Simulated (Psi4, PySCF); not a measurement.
The Psi4 input:
```
memory 2 GB

molecule mol {
0 2
  C     1.313529    0.256226   -0.021927
  C     0.025909    0.374083   -0.010223
  H     1.837879   -0.703925   -0.002493
  H     1.970538    1.113360   -0.052235
  C    -1.206401   -0.398851    0.024477
  H    -1.008352   -1.478408    0.050837
  H    -1.788968   -0.136455    0.908191
  H    -1.809314   -0.183320   -0.858262
}

set basis 6-31g*
set reference uks
set scf_type pk
set puream true
set d_convergence 1e-8
set dft_radial_points 99
set dft_spherical_points 590

energy('bhhlyp')
print_variables()
```

Q: Convert this to an input for PySCF.

A: Several could match; the one computed here: 
```python
from pyscf import gto, scf, dft

mol = gto.Mole()
mol.atom = '''
    C     1.313529    0.256226   -0.021927
    C     0.025909    0.374083   -0.010223
    H     1.837879   -0.703925   -0.002493
    H     1.970538    1.113360   -0.052235
    C    -1.206401   -0.398851    0.024477
    H    -1.008352   -1.478408    0.050837
    H    -1.788968   -0.136455    0.908191
    H    -1.809314   -0.183320   -0.858262
'''
mol.basis = '6-31g*'
mol.charge = 0
mol.spin = 1
mol.verbose = 4
mol.build()

mf = dft.UKS(mol)
mf.xc = 'bhandhlyp'
mf.grids.atom_grid = (99, 590)
mf.grids.prune = None
mf.kernel()
```

Both were run: Psi4 gave -117.146082 Eh and PySCF -117.146082 Eh, 0.000 mEh apart.
